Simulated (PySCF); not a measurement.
# How good is the calculation?

Geometry:
```
atom   x (Å)   y (Å)   z (Å)
  C1   2.850   0.295  -0.814
  O2   1.613   0.307  -0.118
  C3   0.549  -0.143  -0.798
  O4   0.616  -0.537  -1.932
  C5  -0.720  -0.084   0.045
  C6  -0.966   1.373   0.451
  C7  -0.515  -0.949   1.293
  C8  -1.892  -0.612  -0.781
  H9   3.107  -0.723  -1.113
 H10   2.789   0.918  -1.708
 H11   3.592   0.689  -0.124
 H12  -1.870   1.440   1.051
 H13  -1.090   1.998  -0.431
 H14  -0.129   1.751   1.032
 H15  -1.410  -0.925   1.909
 H16  -0.317  -1.982   1.013
 H17   0.324  -0.580   1.877
 H18  -2.807  -0.577  -0.196
 H19  -2.023  -0.011  -1.678
 H20  -1.707  -1.637  -1.089
```

Measured values that the calculation should reproduce: δ ¹³C C5 38.7; C6/C7/C8 27.3; δ ¹H H12/H13/H14/H15/H16/H17/H18/H19/H20 1.20 ppm (measured; solution, not stated per compound (mostly CDCl3 or CCl4); Pretsch, Buehlmann, Badertscher, Structure Determination of Organic Compounds, 4th ed. (2009)).

Calculated, not measured (PySCF): geometry: GFN2-xTB, NMR shieldings at PBE0/pcSseg-1/GIAO. No solvent model, single conformer, equivalent nuclei averaged, non-relativistic Hamiltonian.

Task: What does the calculation give, and how does it compare?

Result: 
Reference values: measured (solution, not stated per compound (mostly CDCl3 or CCl4); Pretsch, Buehlmann, Badertscher, Structure Determination of Organic Compounds, 4th ed. (2009)).
```tsv
atoms	quantity	reference	computed	computed, scaled
C5	δ ¹³C	38.7	41.3	38.1
C6/C7/C8	δ ¹³C	27.3	29.0	26.1
H12/H13/H14/H15/H16/H17/H18/H19/H20	δ ¹H	1.20	1.22	1.24
```

Computed shifts are σ(ref) − σ with the named reference compound (TMS for H and C) calculated as an isolated molecule at the same level. The measured values may be among those fitted. Empirical linear scaling, fitted to shifts measured mostly in CDCl3 for H and C (δ vs TMS): ¹³C (scatter 2.1 ppm rms, 2.3 ppm with the 13 outliers that the fit left out); ¹H (scatter 0.17 ppm rms, 0.18 ppm with the 4 outliers that the fit left out). Occasional misses reach two or three times the rms, and more in compound classes unlike the fitted ones.

Task: How far are the unscaled ¹³C shifts from the references?

Result: Mean signed difference +2.15 ppm, mean absolute 2.15 ppm over 2 comparisons; the largest is +2.6 ppm at C5 (quaternary sp3 carbon α to a carbonyl).
